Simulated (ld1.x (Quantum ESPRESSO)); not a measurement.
# Configuration tests for erbium (Er) (TM semilocal)

```json
{"Element": "Er (Z = 68)", "Generator": "ld1.x (Quantum ESPRESSO) 7.5", "Type": "norm-conserving Troullier–Martins (semilocal form)", "Functional": "PBE", "Relativity": "scalar-relativistic", "Frozen core": "[Kr] 4d10", "Valence charge": "22", "Reference configuration": "4f12 5s2 5p6 5d0 6s0.5 6p0 (charge +1.5)", "Partial waves": "5s (bound): rc 1.25 bohr; 5d (bound, empty): rc 0.75 bohr; 4f (bound): rc 1.05 bohr; 5p (bound): rc 2.35 bohr", "Local potential": "the p channel", "Core correction": "a·sin(br)/r model core inside 0.60 bohr"}
```

Occupied shells without a wave of their own: 6s. They enter only through the test configuration that unscreens the potential, and ld1.x also counts them in the model core charge.

Energies are relative to the spin-unpolarised reference configuration 4f12 5s2 5p6 5d0 6s0.5 6p0; without spin polarisation the order of configurations can differ from experiment. Not all tests gave a result: 1 of 7 tests not solved or not reliable.

ld1.x takes every shell without a wave as core, so the model core holds the 6s electrons as well and exchange and correlation see them twice. This cancels in the reference configuration, but the file is broken for other ones, and its errors say nothing about a proper core correction.

| valence configuration | charge | ΔE all-electron (eV) | error AE − PS (meV) |
| --- | --- | --- | --- |
| 4f12 5s2 5p6 5d0 6s2 6p0 | 0 | -11.620 | -56 |
| 4f12 5s2 5p6 5d0 6s1 6p0 | +1 | -5.238 | +17 |
| 4f12 5s2 5p6 5d0 6s0 6p0 | +2 | 6.717 | -47 |
| 4f11 5s2 5p6 5d0 6s0 6p0 | +3 | 32.931 | -18 |
| 4f12 5s2 5p6 5d0 6s0 6p1 | +1 | -1.623 | +64 |
| 4f11 5s2 5p6 5d0 6s2 6p0 | +1 | -1.214 | +130 |

The ghost test of this file was not conclusive.
